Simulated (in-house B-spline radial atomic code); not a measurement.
Relativistic effects in Se²⁺, [Ar] 3d10 4s2 4p2: non-relativistic Hartree-Fock (point nucleus) against Dirac-Hartree-Fock (Fermi nucleus of rms radius 4.14 fm), both averages of the configuration, computed with a radial B-spline atomic code at the basis-set limit.

| orbital | ε NR (Eh) | ε Dirac (Eh) | <r> NR (bohr) | <r> Dirac (bohr) | change of <r> (%) |
| --- | --- | --- | --- | --- | --- |
| 1s1/2 | -461.72 | -469.22 | 0.04498 | 0.04406 | -2.0 |
| 2s1/2 | -61.512 | -63.211 | 0.1993 | 0.195 | -2.2 |
| 2p1/2 | -55.112 | -56.554 | 0.1728 | 0.1685 | -2.5 |
| 2p3/2 | -55.112 | ? | 0.1728 | ? | ? |
| 3s1/2 | -9.7695 | -10.058 | 0.5813 | 0.5708 | -1.8 |
| 3p1/2 | -7.4952 | ? | 0.5923 | ? | ? |
| 3p3/2 | -7.4952 | -7.4851 | 0.5923 | 0.591 | -0.2 |
| 3d3/2 | -3.485 | -3.4538 | 0.6205 | 0.6204 | 0.0 |
| 3d5/2 | -3.485 | -3.4182 | 0.6205 | 0.6245 | +0.6 |
| 4s1/2 | -1.546 | -1.5742 | 1.749 | 1.723 | -1.5 |
| 4p1/2 | -1.1213 | -1.1352 | 2.014 | 1.987 | -1.3 |
| 4p3/2 | -1.1213 | -1.117 | 2.014 | 2.014 | 0.0 |

Task: What happens to 3p1/2?

Result: Its energy goes to -7.7137 hartree and <r> to 0.5812 bohr (-1.87 %).

Task: What happens to 2p3/2?

Result: Its energy goes to -55.004 hartree and <r> to 0.1722 bohr (-0.29 %).

Task: What explains the pattern of contraction and expansion?

Result: Expansion is seen in 3d5/2. The s and p1/2 orbitals contract directly, screen the nucleus better, and so push out orbitals that have little density near the nucleus; spin-orbit coupling adds to this for j = l + 1/2 and opposes it for j = l - 1/2.

Task: By how much does the total energy change?

Result: By -28.746 hartree, from -2398.761 to -2427.507.
